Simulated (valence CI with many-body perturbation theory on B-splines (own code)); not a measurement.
The numbers below are computed, except where a source is named.
**Hyperfine factors and g values of Gd31+**

Level of theory: valence CI with perturbative core correlation (CI+MBPT): five valence electrons over a frozen Dirac-Fock core [Ar] 3d10, radial functions for each j: 9 s, 9 p, 8 d, 6 f, 3 g, 1 h, with the one-electron correlation potential Σ1, the two-electron term Σ2, the three-electron term Σ3, Breit, model QED; selected CI, second order for the rest (own B-spline code, finite nucleus).

No measured spectrum was set against this ion. As an estimate, large intervals hold to a few tenths of a per cent, small ones and those within an open d or f shell to about a per cent. Among the levels kept, up to 250 cm⁻¹ of a level comes from second order outside the variational space, and about a tenth of that is noise between levels of different J, which matters for small intervals.

A/g_I is the dipole constant over the nuclear g factor μ/I (μ in nuclear magnetons, uniformly magnetised nucleus), B/Q the quadrupole constant per barn. Both hold the static response of the core; the bare values leave it out. Large factors of s and p1/2 electrons are usually good to 5 to 10 %; those of open d and f shells near neutrality can be off by tens of per cent, and small factors of p3/2, d and f electrons come from cancelling terms and can be off by a factor of two or in sign, in half-filled shells by more. B is blank for J = 1/2, where it vanishes, and for nearly pure S terms. Energies count from the lowest level.

Levels are named by their leading jj configuration (3d3/2^4 stands for four electrons in 3d with j = 3/2), which in mixed levels can hold well under half, so a name can repeat and another be missing. Letters in brackets count levels of one name in rising energy.

```
                             Level  E (cm⁻¹)      g  A/g_I (MHz)  A/g_I bare  B/Q (MHz/b)  B/Q bare
        (4s^2 4p1/2^2 4p3/2) J=3/2         0  1.400        28900       27500        52700     50700
        (4s^2 4p1/2 4p3/2^2) J=3/2    309880  1.439        -6800       -6800        11600     11100
        (4s^2 4p1/2 4p3/2^2) J=5/2    344980  1.197        69700       67000         -263      -244
        (4s^2 4p1/2 4p3/2^2) J=1/2    389200  0.662       225000      217000                       
              (4s^2 4p3/2^3) J=3/2    704680  1.288        32100       30800       -64400    -61800
        (4s 4p1/2^2 4p3/2^2) J=5/2    888690  1.501       155000      150000        17600     16900
        (4s^2 4p1/2^2 4d3/2) J=3/2    937340  0.941       -16700      -15800       -10100     -9570
        (4s 4p1/2^2 4p3/2^2) J=1/2    994570  2.208       651000      627000                       
        (4s 4p1/2^2 4p3/2^2) J=3/2   1027800  1.041       -45800      -44000        -5220     -5000
        (4s^2 4p1/2^2 4d5/2) J=5/2   1080100  1.195        12700       12600        16200     15700
      (4s 4p1/2 4p3/2^3) J=3/2 [a]   1218800  1.434       102000       98600       -45000    -43300
(4s^2 4p1/2 4p3/2 4d3/2) J=5/2 [a]   1252700  1.159       119000      115000       -39000    -37500
(4s^2 4p1/2 4p3/2 4d3/2) J=3/2 [a]   1258300  1.019        64200       62100       -28300    -27200
(4s^2 4p1/2 4p3/2 4d3/2) J=1/2 [a]   1259300  0.451        31600       31200                       
(4s^2 4p1/2 4p3/2 4d3/2) J=5/2 [b]   1281400  1.057       106000      102000       -45700    -43800
    (4s^2 4p1/2 4p3/2 4d3/2) J=7/2   1299000  1.075        49900       48200        44300     42700
(4s^2 4p1/2 4p3/2 4d5/2) J=7/2 [a]   1338700  1.312        -7560       -7110        64500     62100
          (4s 4p1/2 4p3/2^3) J=1/2   1344100  1.109       -27900      -27100                       
      (4s 4p1/2 4p3/2^3) J=3/2 [b]   1369600  1.150       -26400      -25100        -9420     -9050
    (4s^2 4p1/2 4p3/2 4d5/2) J=9/2   1376200  1.208        37600       36400        48400     46700
(4s^2 4p1/2 4p3/2 4d3/2) J=5/2 [c]   1384400  1.264        12500       12300        19400     18700
(4s^2 4p1/2 4p3/2 4d3/2) J=3/2 [b]   1393500  1.124         5940        5770        -4480     -4320
(4s^2 4p1/2 4p3/2 4d3/2) J=1/2 [b]   1423800  1.994        35400       34000                       
(4s^2 4p1/2 4p3/2 4d5/2) J=5/2 [a]   1431000  1.194        58800       56800       -27400    -26400
(4s^2 4p1/2 4p3/2 4d5/2) J=3/2 [a]   1447100  1.450        45600       44200       -16200    -15600
(4s^2 4p1/2 4p3/2 4d5/2) J=7/2 [b]   1454500  1.083        42700       41300        20600     19900
(4s^2 4p1/2 4p3/2 4d5/2) J=5/2 [b]   1483400  1.179         2210        2280        22300     21500
(4s^2 4p1/2 4p3/2 4d5/2) J=3/2 [b]   1490600  0.855        59000       57200        16400     15800
    (4s^2 4p1/2 4p3/2 4d5/2) J=1/2   1520300  1.023       -53800      -51200                       
                (4s 4p3/2^4) J=1/2   1643400  1.618       372000      359000                       
        (4s^2 4p3/2^2 4d5/2) J=7/2   1694500  1.266        16800       16400        11600     11200
        (4s^2 4p3/2^2 4d3/2) J=1/2   1698400  1.156        16800       15300                       
    (4s^2 4p3/2^2 4d3/2) J=3/2 [a]   1703200  1.161        22300       21400       -25000    -24100
        (4s^2 4p3/2^2 4d5/2) J=9/2   1706900  1.231        18000       17500        36900     35600
        (4s^2 4p3/2^2 4d3/2) J=5/2   1708800  1.209        32500       31500        -9540     -9200
        (4s^2 4p3/2^2 4d3/2) J=7/2   1737100  1.092        25300       24500         3290      3380
    (4s^2 4p3/2^2 4d3/2) J=3/2 [b]   1776200  0.957        15900       15800        18700     18100
    (4s^2 4p3/2^2 4d5/2) J=5/2 [a]   1793500  1.204         8340        8360        75500     72600
(4s 4p1/2^2 4p3/2 4d3/2) J=5/2 [a]   1837300  1.343       109000      105000        14100     13500
(4s 4p1/2^2 4p3/2 4d3/2) J=3/2 [a]   1840200  1.449       115000      111000        -5280     -5150
```

Take the isotope of mass number 157, with I = 3/2, μ = -0.3398 μN, leaving out the quadrupole term. What is the hyperfine structure of (4s 4p1/2^2 4p3/2^2) J=1/2?

From the table A = -148000 MHz. Shifts from the centre of gravity in MHz: F = 1: 185000, F = 2: -111000.
